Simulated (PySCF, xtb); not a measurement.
C4H4OSe, SMILES C=C1C[Se]C1=O.

Harmonic wavenumbers (cm⁻¹) from GFN2-xTB (xtb) at its own minimum, in rising order: 60, 258, 289, 330, 405, 527, 601, 657, 707, 810, 857, 915, 916, 1020, 1119, 1205, 1373, 1412, 1689, 1812, 2971, 2981, 3099, 3134.

Problem. What does PBE0-D3(BJ)/def2-SVP (PySCF 2.14.0) give at its own minimum? (The exact figures need the calculation; the answer reports its results.)

Solution. 81, 267, 327, 336, 437, 596, 636, 711, 757, 873, 884, 947, 966, 1077, 1163, 1264, 1396, 1440, 1746, 1926, 3104, 3170, 3176, 3280. Paired by order, the mean absolute difference is 59 cm⁻¹ and the zero-point energies are 41.7 and 43.7 kcal/mol.
